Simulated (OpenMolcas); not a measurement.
**Co6+, Rh6+, Ir6+: d³ down the group**

- Program: OpenMolcas 26.06
- Method: MS-RASPT2, IPEA 0.25 Eh, imaginary shift 0.1 Eh
- Basis: ANO-RCC-VQZP
- Scalar Hamiltonian: DKH2, point nucleus
- Spin-orbit coupling: RASSI with atomic mean-field integrals over the reference wave functions, term energies averaged over their components

Active space for each ion: 9 electrons in 8 orbitals (RAS1 p, at most 2 holes; RAS2 d); closed shells correlated by CASPT2: Co6+ 3s; Rh6+ 4s; Ir6+ 5s.

Computed levels in cm-1 above ⁴F_3/2:

| Level | Co6+ | Rh6+ | Ir6+ |
| --- | --- | --- | --- |
| ⁴F_5/2 | 744 | 1851 | 8220 |
| ⁴F_7/2 | 1735 | 4040 | 14280 |
| ⁴P_1/2 | 21760 | 15300 | 19820 |
| ⁴P_5/2 | 22950 | 18130 | 29650 |
| ²G_7/2 | 23670 | 18030 | 27580 |
| ²G_9/2 | 24640 | 19110 | 44800 |
| ²P_3/2 | 30100 | 28460 | 48510 |
| ²P_1/2 | 30370 | 23140 | 34800 |
| ²H_9/2 | 32760 | 25320 | 28940 |
| weight of ⁴F in the lowest level (%) | 100 | 97 | 79 |

Mixed levels, with the weight of the term that names them: Co6+ ²P_3/2 (59 %), Rh6+ ²G_9/2 (65 %), Rh6+ ²P_3/2 (53 %), Rh6+ ²H_9/2 (69 %), Ir6+ ⁴P_1/2 (68 %), Ir6+ ²G_9/2 (58 %), Ir6+ ²P_3/2 (56 %), Ir6+ ²P_1/2 (68 %), Ir6+ ²H_9/2 (55 %).

Measured, with the error of the calculation in %. Measured levels: Co6+ from Sugar and Corliss, J. Phys. Chem. Ref. Data 10, 1097 (1981).

```json
{"Level": "⁴F_5/2", "Co6+": "698 (+6.6)"}
{"Level": "⁴F_7/2", "Co6+": "1610 (+7.7)"}
{"Level": "⁴P_1/2", "Co6+": "21096 (+3.2)"}
{"Level": "⁴P_5/2", "Co6+": "22187 (+3.5)"}
```

The fine-structure level ⁴F_7/2 changes by a factor of 8.23 from Co6+ to Ir6+.

Without spin-orbit coupling ⁴P lies 20830, 13290, 12510 cm-1 above ⁴F in that order; the difference to the level ⁴P_1/2, of either sign, comes from spin-orbit coupling, which also lowers the zero.

CASPT2 breaks the degeneracy within a term, and the mean is taken; among the terms shown or strongly mixed into the levels shown the widest spread is 1000 cm-1 (3d³ ⁴F, Co6+). The CASPT2 spread within a term exceeds the gap to the next term for 3d³ ²D(1) and 3d³ ²H, so the order of their levels is uncertain (figures for Co6+; the like holds for Rh6+). Active for correlation alone: 3p; no level in the range computed is led by a configuration that opens it, so any true level of that kind is missing (holds for Co6+). Active for correlation alone: 4p; no level in the range computed is led by a configuration that opens it, so any true level of that kind is missing (holds for Rh6+). Active for correlation alone: 5p; no level in the range computed is led by a configuration that opens it, so any true level of that kind is missing (holds for Ir6+). Computed and measured levels are paired by configuration, term and J; levels that our copy of the source lacks, or whose pairing is in doubt (as where it misses far off the trend of its configuration), stay unpaired and out of the deviations. Levels of configurations outside the active space are missing.

A number in round brackets counts repeated terms of one configuration in the order of the reference energies.
